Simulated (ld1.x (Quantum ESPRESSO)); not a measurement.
Te (Z = 52), TM: configuration errors across variants

ld1.x (Quantum ESPRESSO) 7.5 input, shortened:

```
&input
   title='Te', zed=52., rel=1, dft='PBESOL', iswitch=3,
   config='[Kr] 4d10 5s2 5p3 5d-2'
 /
 &inputp
   pseudotype=2, tm=.true., lloc=2,
   nlcc=.true., new_core_ps=.true., rcore=0.70
 /
3
5S  1  0   2.00   0.00  1.55  1.55  0.0
5P  2  1   3.00   0.00  1.80  1.80  0.0
5D  3  2  -2.00   0.20  1.45  1.45  0.0
 &test
   configts(1)='5s2 5p3'
 /
```

All-electron excitation energies from the reference (eV): (1) 5s2 5p4 -9.753; (2) 5s2 5p2 17.969; (3) 5s2 5p1 44.925; (4) 5s1 5p4 9.873; (5) 5s1 5p5 -0.468; (6) 5s0 5p6 9.013; (7) 5s2 5p0 81.448.

A true bound ghost makes a file unfit for plane-wave use even where its test errors are small: the radial tests pick states by their node count and pass the ghost by.

Errors AE − PS in meV (a dash: test not solved or not reliable):

| change | (1) | (2) | (3) | (4) | (5) | (6) | (7) | bound ghosts |
| --- | --- | --- | --- | --- | --- | --- | --- | --- |
| base | +1.6 | -11 | -58 | -12 | -5.0 | -33 | -199 | s, p |
| wave 5p (bound): rc 1.80 bohr becomes 5p (bound): rc 1.22 bohr | -3.2 | -26 | -167 | -51 | -67 | – | -610 | s |
| wave 5p (bound): rc 1.80 bohr becomes 5p (bound): rc 1.40 bohr | +0.4 | -15 | -89 | -14 | -12 | -52 | -319 | s, p |
| wave 5p (bound): rc 1.80 bohr becomes 5p (bound): rc 1.68 bohr | +1.6 | -11 | -61 | -8.8 | -2.3 | -22 | -212 | s, p |
| wave 5p (bound): rc 1.80 bohr becomes 5p (bound): rc 2.24 bohr | +1.5 | -11 | -57 | -14 | -7.5 | -42 | -190 | s, p |
| wave 5p (bound): rc 1.80 bohr becomes 5p (bound): rc 2.48 bohr | +1.5 | -12 | -63 | -11 | -4.9 | -31 | -214 | s, p |
| wave 5p (bound): rc 1.80 bohr becomes 5p (bound): rc 2.72 bohr | +1.3 | -14 | -78 | -4.8 | -1.1 | -12 | -273 | s, p |

Task: Give the same row for: wave 5p (bound): rc 1.80 bohr becomes 5p (bound): rc 1.88 bohr.

Result: +1.5, -11, -58, -12, -5.8, -36, -196; bound ghosts: s, p.
